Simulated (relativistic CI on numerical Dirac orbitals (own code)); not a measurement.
Hyperfine structure of Bi81+, mass number 209

Method of calculation: Dirac-Coulomb-Breit CI, orbitals from a KLI potential per configuration, model QED, unscaled Slater integrals (own radial code, finite nucleus).

Configuration list: 1s2, 1s 2s, 1s 2p, 1s 3s, 1s 3p, 1s 3d, 1s 4s, 1s 4p, 1s 4d, 1s 4f, 1s 5s, 1s 5p, 1s 5d, 1s 5f, 1s 5g, 1s 6s, 1s 6p, 1s 6d, 2s2. Levels of other configurations are missing.

Nuclear spin I = 9/2, μ = 4.092 μN, Q = -0.516 b (tables of Stone and Pyykkö). The electronic factors are computed for point nuclear moments, without core polarisation or the Bohr-Weisskopf and QED corrections.

```tsv
Level	E (Ry)	A (GHz)	B (GHz)
1s 2s 3S_1	5585.60	144600	0.0567
1s 2p 3P°_1	5595.41	131500	14
1s 2p 3P°_2	5791.91	63290	-1390
1s 2p 1P°_1	5796.12	-60890	-702
1s 3s 3S_1	6682.47	130800	0.0605
1s 3p 3P°_1	6685.03	127000	4.07
1s 3p 3P°_2	6743.60	62730	-449
1s 3d 3D_2	6744.29	62640	-89.8
```

Levels with J = 0, under 50 % of one LS term, or S terms without an open s electron are left out. Small factors come from cancelling terms and can be off by tens of per cent or more.

At this charge energies of transitions that change n are usually good to better than 1 %, and those within a shell (Δn = 0) to a few per cent.

Question: Give the hyperfine levels of 1s 2s 3S_1 relative to its centre of gravity.

Answer: With K = F(F + 1) − I(I + 1) − J(J + 1), E = AK/2 + B[¾K(K + 1) − I(I + 1)J(J + 1)]/[2I(2I − 1)J(2J − 1)]: F = 7/2: -795500, F = 9/2: -144600, F = 11/2: 650800 GHz.

LS names give the leading component of a level, which can be under half, so a name can repeat, a term be missing and a line seem to break the LS rules.
